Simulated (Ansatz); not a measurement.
Reaction (isomerisation): `[SiH3][NH][AlH][SeH]` → `N[SiH2][AlH][SeH]`

Computed with Ansatz on PBE0-D4/def2-TZVP structures; ΔE is electronic, products minus reactants. CCSD(T)/CBS adds triple-zeta CCSD(T) − MP2 to the extrapolated MP2 energy (def2 sets, frozen cores). Functionals use def2-TZVPP. B3LYP here is the variant with VWN-RPA as its local correlation; programs differ in this. For Se outer-core shells are correlated without core-valence functions, which leaves a few kJ/mol of doubt a bond. Scalar relativity is left out up to krypton. Each species was taken in one conformer, which may not be the lowest.

`[SiH3][NH][AlH][SeH]`:

Cartesian coordinates in Å:
```
Si 0.878 1.068 -1.072
N 0.417 0.663 0.541
Al -0.602 -0.673 1.128
Se -1.469 -2.134 -0.445
H 0.400 2.421 -1.471
H 0.265 0.055 -1.971
H 2.355 1.048 -1.256
H 0.780 1.282 1.255
H -0.889 -0.835 2.670
H -2.135 -2.894 0.623
```

`N[SiH2][AlH][SeH]`:

Z-matrix (Å, degrees):
```
Si
Al 1 2.464
N 1 1.736 2 114.0
H 1 1.492 2 110.2 3 -120.5
H 1 1.492 2 110.3 3 120.8
Se 2 2.329 1 111.5 3 0.3
H 2 1.588 1 131.3 3 -179.6
H 3 1.009 1 118.2 2 67.1
H 3 1.009 1 118.1 2 -68.9
H 6 1.469 2 93.8 1 -180.0
```

| species | B3LYP-D4 energy (Eh) |
| --- | --- |
| `[SiH3][NH][AlH][SeH]` | -2992.07644 |
| `N[SiH2][AlH][SeH]` | -2992.03522 |

Work out ΔE.

ΔE = (-2992.03522) − (-2992.07644) = 0.04122 Eh = +1.12 eV. CCSD(T)/CBS gives +1.16 eV.

Largest T1 diagnostic among the species: 0.011.

From PBE to PBE0 (25 % exact exchange), in def2-TZVPP and without D4, ΔE moves by +0.07 eV.
